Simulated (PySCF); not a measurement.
C8H14O2.
Atom-mapped SMILES: `[CH3:1][CH2:2]/[C:3]([CH3:4])=[C:5](/[CH3:6])[O:7][C:8]([CH3:9])=[O:10]` (hydrogens: H11, H12, H13 on C1; H14, H15 on C2; H16, H17, H18 on C4; H19, H20, H21 on C6; H22, H23, H24 on C9)

The same species was optimised twice, with GFN2-xTB and with PBE0-D3(BJ)/def2-SVP (PySCF), and the same property calculations (PySCF, gas phase) were run on both structures.

```
     coordinate  GFN2-xTB  PBE0-D3(BJ)/def2-SVP  change
      C5–O7 (Å)     1.412                 1.399  -0.013
      O7–C8 (Å)     1.338                 1.349  +0.011
      C3=C5 (Å)     1.330                 1.340  +0.010
      C5–C6 (Å)     1.497                 1.488  -0.009
      C8–C9 (Å)     1.508                 1.500  -0.008
      C3–C4 (Å)     1.502                 1.507  +0.005
      C1–C2 (Å)     1.530                 1.528  -0.002
     C8=O10 (Å)     1.202                 1.200  -0.002
      C2–C3 (Å)     1.504                 1.504   0.000
   C3–C5–O7 (°)     120.6                 119.1    -1.5
   C1–C2–C3 (°)     110.7                 112.2    +1.5
   C3–C5–C6 (°)     126.7                 127.9    +1.2
   C2–C3–C5 (°)     122.4                 121.5    -0.9
   C2–C3–C4 (°)     116.4                 117.2    +0.8
  O7–C8–O10 (°)     124.3                 123.6    -0.7
  C9–C8–O10 (°)     125.0                 125.8    +0.8
   C6–C5–O7 (°)     112.7                 113.0    +0.3
C1–C2–C3–C4 (°)        76                    75      -1
C3–C5–O7–C8 (°)        86                    99     +13
C5–O7–C8–C9 (°)      -179                   180      -1
```

Rotational constants: A = 1756, B = 1046, C = 781.8 MHz (GFN2-xTB) against A = 1762, B = 1007, C = 768.0 MHz (PBE0-D3(BJ)/def2-SVP). Point groups within 0.08 Å: C1 and C1.

On the GFN2-xTB structure: HOMO (eV) -6.67 [PBE0/pcSseg-1]; LUMO (eV) 0.36 [PBE0/pcSseg-1]; dipole (D) 1.52 [PBE0/pcSseg-1]; GIAO shielding of C1 (ppm) 173.6 [PBE0/pcSseg-1]; GIAO shielding of C2 (ppm) 155.6 [PBE0/pcSseg-1]; GIAO shielding of C3 (ppm) 53.3 [PBE0/pcSseg-1]; GIAO shielding of C4 (ppm) 168.2 [PBE0/pcSseg-1]; GIAO shielding of C5 (ppm) 38.1 [PBE0/pcSseg-1]; GIAO shielding of C6 (ppm) 168.1 [PBE0/pcSseg-1]; GIAO shielding of O7 (ppm) 62.0 [PBE0/pcSseg-1]; GIAO shielding of C8 (ppm) 10.5 [PBE0/pcSseg-1].

Question: What do these properties become on the PBE0-D3(BJ)/def2-SVP structure?

Answer: 
```csv
property,level,on GFN2-xTB,on PBE0-D3(BJ)/def2-SVP,change
HOMO (eV),PBE0/pcSseg-1,-6.67,-6.62,+0.05
LUMO (eV),PBE0/pcSseg-1,0.36,0.27,-0.09
dipole (D),PBE0/pcSseg-1,1.52,1.55,+0.03
"energy, GFN2-xTB geometry as zero (kcal/mol)",PBE0/pcSseg-1,0.0,-1.2,-1.2
GIAO shielding of C1 (ppm),PBE0/pcSseg-1,173.6,170.2,-3.4
GIAO shielding of C2 (ppm),PBE0/pcSseg-1,155.6,155.0,-0.6
GIAO shielding of C3 (ppm),PBE0/pcSseg-1,53.3,53.1,-0.2
GIAO shielding of C4 (ppm),PBE0/pcSseg-1,168.2,166.7,-1.5
GIAO shielding of C5 (ppm),PBE0/pcSseg-1,38.1,35.6,-2.5
GIAO shielding of C6 (ppm),PBE0/pcSseg-1,168.1,167.6,-0.5
GIAO shielding of O7 (ppm),PBE0/pcSseg-1,62.0,67.1,+5.1
GIAO shielding of C8 (ppm),PBE0/pcSseg-1,10.5,10.0,-0.5
```

The heavy atoms differ by 0.113 Å rms after alignment. Among bonds between heavy atoms C5–O7 changes most (-0.013 Å). Changes are differences of the printed values. Neither structure is proved a minimum here.

Shape of the structure used: `[CH3:1][CH2:2]/[C:3]([CH3:4])=[C:5](/[CH3:6])[O:7][C:8]([CH3:9])=[O:10]`: C1–C2–C3–C4 75°, C3–C5–O7–C8 99°, C5–O7–C8–C9 180°.
